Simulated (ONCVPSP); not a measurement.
**Varying the ONCV potential for Yb**

Base potential:

Yb (Z = 70), optimised norm-conserving Vanderbilt (ONCV), made with ONCVPSP 4.0.1 (PBE, scalar-relativistic). Core [Kr] 4d10 4f13, reference 5s2 5p6 5d1 6s2. Waves: 5s+6s: rc 2.15 bohr, ncon 4, nbas 8, qcut 6.2 1/bohr, 2 projectors; 5p: rc 1.70 bohr, ncon 5, nbas 9, qcut 7.5 1/bohr, 3 projectors, debl 0.4 Ha; 5d: rc 2.15 bohr, ncon 4, nbas 7, qcut 5.3 1/bohr, 2 projectors, debl 1.2 Ha. Local part: polynomial inside 1.60 bohr (lpopt 5, dvloc0 6 Ha). Core correction: Teter function, fcfact 3, rcfact 1.6.

In the p channel the program set the typed energies aside and used -1.140, 0.250, 0.650 Ha.

All-electron outer shells of the reference configuration (PBE, scalar-relativistic, ld1.x):

```json
{"shell": "5s", "level (eV)": "-59.34", "outermost node (bohr)": "0.58", "outermost maximum (bohr)": "1.07"}
{"shell": "5p", "level (eV)": "-31.02", "outermost node (bohr)": "0.62", "outermost maximum (bohr)": "1.22"}
{"shell": "4f", "level (eV)": "-9.61", "outermost node (bohr)": "–", "outermost maximum (bohr)": "0.48"}
{"shell": "6s", "level (eV)": "-4.57", "outermost node (bohr)": "1.44", "outermost maximum (bohr)": "3.12"}
{"shell": "5d", "level (eV)": "-1.86", "outermost node (bohr)": "0.70", "outermost maximum (bohr)": "1.85"}
```

Cutoffs, loose and tight: the cutoffs (Ha) at which the residual kinetic energy of the hardest occupied pseudo-wave falls to 1 and 0.1 mHa per electron. They do not see the model core or the augmentation charge, which bear on the density cutoff. Test errors are all-electron minus pseudo excitation energies from the reference, over the configurations 5s2 5p6 5d1 6s1; 5s2 5p6 5d1 6s0; 5s2 5p6 5d0 6s0; 5s2 5p6 5d1 6s1 6p1. A dash means not determined; rows that change the core or the reference have their own tests. The largest error is taken over the tests solved by every variant that gives reliable tests at all: 5s2 5p6 5d1 6s0; 5s2 5p6 5d1 6s1; 5s2 5p6 5d1 6s1 6p1.

| change | outcome | cutoff, loose | cutoff, tight | bound ghosts | GHOST(+) flags above zero | largest test error (meV) |
| --- | --- | --- | --- | --- | --- | --- |
| base | generated, projector energies reset by the program | 22 Ha | 27 Ha | none | none | -3.2 |
| s: nbas 7 | generated, projector energies reset by the program | 22 Ha | 27 Ha | none | none | -3.1 |
| core correction Teter function, fcfact 2, rcfact 1.6 | generated, projector energies reset by the program | 22 Ha | 27 Ha | none | none | +5.2 |
| fully relativistic | generated, projector energies reset by the program | 22 Ha | 27 Ha | none | none | +4.1 |
| functional PBEsol | generated, projector energies reset by the program | 22 Ha | 27 Ha | none | none | -2.6 |
| core [Kr] 4d10 4f14, valence charge 10; reference 5s2 5p6 5d1 6s1; s: rc 1.65, qcut 6.5, nbas 7, nproj 3, debl 0.6; p: rc 2.15, qcut 7.2, ncon 4, nbas 7, nproj 2, debl 3.3; d: rc 2.7, qcut 4.1, nproj 1; local potential polynomial inside 1.35 bohr (lpopt 5, dvloc0 -1 Ha) | failed: sratom123: lschfb convergence ERROR n,l,iter= 4 3 2 | – | – | – | – | – |
| local potential polynomial inside 1.55 bohr (lpopt 2, dvloc0 4 Ha) | generated, projector energies reset by the program | 22 Ha | 27 Ha | none | none | -3.2 |

Problem. What comes out with this change to the base: all radii but the core radius scaled by about 1.26 (s 2.70, p 2.14, d 2.70 bohr); local potential polynomial inside 2.02 bohr (lpopt 5, dvloc0 6 Ha)?

Solution. outcome: generated, projector energies reset by the program; cutoff, loose: 16 Ha; cutoff, tight: 21 Ha; bound ghosts: none; GHOST(+) flags above zero: none; largest test error (meV): -7.9.
